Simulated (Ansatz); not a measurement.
Geometry optimisation, Ansatz 0.2.0, RKS r2SCAN/def2-SVP.

The input (input.yaml):

```yaml
crystal:
  periodic: [false, false, false]
  atoms:
    - { symbol: "N", position_ang: [-0.197, 1.7964, 0.8457] }
    - { symbol: C, position_ang: [-0.7999, 0.5284, 0.5054] }
    - { symbol: B, position_ang: [0.3411, -0.5444, 0.4132] }
    - { symbol: Si, position_ang: [0.8097, -1.4896, -1.2287] }
    - { symbol: Cl, position_ang: [1.2213, -0.1318, -2.7449] }
    - { symbol: H, position_ang: [-0.02582, 2.3208, -0.13277] }
    - { symbol: H, position_ang: [0.75297, 1.67706, 1.23567] }
    - { symbol: H, position_ang: [-1.4915, 0.2355, 1.274] }
    - { symbol: H, position_ang: [-1.3115, 0.5997, -0.4327] }
    - { symbol: H, position_ang: [1.0375, -0.7647, 1.4043] }
    - { symbol: H, position_ang: [-0.47, -2.2589, -1.6] }
    - { symbol: H, position_ang: [1.881, -2.4154, -1.0047] }
basis:
  gaussian: { orbitals: def2-SVP }
hamiltonian:
  xc: r2scan
relax:
  f_tol: 0.015
  max_steps: 40
```

Run as:

```bash
$ ansatz run input.yaml --threads 2 --pin off --max-ram 3072MiB --backend cpu --events-out ev --progress --plain --runs-dir out
```

Task: Where does it end, and by what steps?

Result: The run converged. After 18 steps the energy has fallen by 1.641 eV; H6 moved furthest, 1.06 Å. Joined: N1–B3 (2.44 → 1.60 Å).

| step | energy less start (eV) | largest force component (eV/Å) | accepted |
| --- | --- | --- | --- |
| 0 | 0.0000 | 2.919 | yes |
| 1 | -0.4466 | 1.354 | yes |
| 2 | -0.5854 | 0.694 | yes |
| 3 | -0.6796 | 0.736 | yes |
| 4 | -0.7891 | 0.825 | yes |
| 5 | -0.9337 | 1.074 | yes |
| 6 | -1.1236 | 1.450 | yes |
| 7 | -1.3481 | 1.082 | yes |
| 8 | -1.2479 | 3.820 | no |
| 9 | -1.5291 | 0.900 | yes |
| 10 | -1.5891 | 0.446 | yes |
| 11 | -1.6101 | 0.789 | yes |
| 12 | -1.6276 | 0.213 | yes |
| 13 | -1.6358 | 0.182 | yes |
| 14 | -1.6391 | 0.169 | yes |
| 15 | -1.6407 | 0.045 | yes |
| 16 | -1.6409 | 0.016 | yes |
| 17 | -1.6409 | 0.015 | yes |
| 18 | -1.6410 | 0.005 | yes |

```xyz
12
Properties=species:S:1:pos:R:3
N 0.358 1.129 0.479
C -1.006 0.520 0.516
B 0.228 -0.464 0.586
Si 0.776 -1.348 -1.124
Cl 0.555 0.181 -2.600
H 0.629 1.536 -0.420
H 0.646 1.685 1.280
H -1.561 0.796 1.417
H -1.555 0.708 -0.414
H 0.562 -0.908 1.661
H -0.081 -2.482 -1.591
H 2.197 -1.800 -1.256
```

Time of the run: 110 s on 2 threads of Intel(R) Xeon(R) Platinum 8175M CPU @ 2.50GHz (Skylake/Cascade Lake) (shared host), peak memory 0.23 GiB.
